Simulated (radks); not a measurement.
Values are calculated unless marked as measured or tabulated.
Charge is removed step by step from the 3d down level of Zn, starting from [Ar] 3d(up 5, down 5) 4s2. Code: a radial shooting solver on a logarithmic mesh with Libxc functionals. Model: scalar-relativistic Kohn-Sham, PBE, spin-polarised, spherical densities, finite nucleus; Fermi nuclear charge, rms radius 3.9283 fm.

removed (e)  E - E(0) (eV)  eigenvalue (eV)  E minus straight line (eV)
0                    0.000          -10.141                       0.000
0.1                  1.083          -11.522                      -0.679
0.2                  2.306          -12.947                      -1.218
0.3                  3.673          -14.413                      -1.612
0.4                  5.189          -15.919                      -1.858
0.5                  6.858          -17.464                      -1.951
0.6                  8.683          -19.046                      -1.888
0.7                 10.668          -20.664                      -1.664
0.8                 12.816          -22.317                      -1.278
0.9                 15.132          -24.004                      -0.724
1                   17.618          -25.723                       0.000

Removing the whole electron costs 17.618 eV by Delta-SCF, against 10.141 eV from minus the eigenvalue at the starting occupation. Slater's transition state (half an electron removed) gives 17.464 eV. Integrating minus the eigenvalue over the occupation (Janak's theorem) gives 17.620 eV. In this scalar-relativistic scheme the density is built from large components alone, so the theorem holds only approximately. The mean slope of the eigenvalue, de/dn, is 15.6 eV per electron.
